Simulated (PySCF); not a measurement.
A structure optimised at PBE-D3(BJ)/def2-SVP, used in a PySCF frequency run:

```
C
H 1 1.1103
H 1 1.1129 2 107.47
Si 1 1.8790 2 109.88 3 116.93
H 4 1.5005 1 110.52 2 -163.07
H 4 1.5007 5 109.97 1 -124.56
Si 1 1.8834 2 109.35 3 -117.48
F 7 1.6445 1 108.43 2 76.20
H 7 1.4973 8 107.62 1 120.47
H 7 1.5009 9 111.54 8 -117.57
Cl 4 2.0942 5 107.64 6 -117.28
```
Charge 0, spin multiplicity 1.

Question: Write its SMILES and formula.

Answer: F[SiH2]C[SiH2]Cl, CH6ClFSi2

Question: What are its rotational constants (standard atomic weights)?

Answer: 4.8665, 1.0825, 0.92524 GHz
